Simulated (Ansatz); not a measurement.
Frontier orbitals of `[CH3][Ti]([CH3])([CH3])[NH2]`.

Z-matrix (Å, degrees):
```
C
Ti 1 2.073
H 1 1.097 2 108.8
H 1 1.095 2 111.2 3 119.8
H 1 1.095 2 111.0 3 -119.6
C 2 2.069 1 107.0 3 59.5
C 2 2.069 1 106.7 3 -58.9
N 2 1.878 1 108.7 3 -179.5
H 6 1.096 2 109.6 1 -48.0
H 6 1.096 2 110.0 1 -167.4
H 6 1.096 2 111.5 1 72.0
H 7 1.096 2 110.0 1 169.3
H 7 1.096 2 109.5 1 50.0
H 7 1.095 2 111.6 1 -70.0
H 8 1.011 2 125.3 1 -92.0
H 8 1.011 2 125.1 1 89.0
```

Total charge 0; spin multiplicity 1. Correlated methods include outer-core shells of Ti, which these sets cover unevenly. Scalar relativity is left out up to krypton. All single points use the PBE0-D4/def2-TZVP geometry. It is one conformer, not always the lowest. Basis def2-TZVPP, the Gaussian-basis code of Ansatz.

Orbital energies of one run (eV). Highest occupied ones, from the top: -5.88, -6.03, -6.32, -6.43, -8.97, -9.02, -9.14, -9.26, -9.45, -9.53, -9.55, -11.80, -16.03, -16.18. Empty: -2.64, -2.21, -1.17, -1.15, -0.63, -0.51.

Q: Which functional gave them?
A. r2SCAN0
B. ωB97M-V
C. PBE
D. LC-ωPBE

A: C. HOMO energies: PBE -5.88, LC-ωPBE -10.12, r2SCAN0 -7.44, ωB97M-V -9.64 eV.

LC-ωPBE has ω = 0.4 bohr⁻¹.
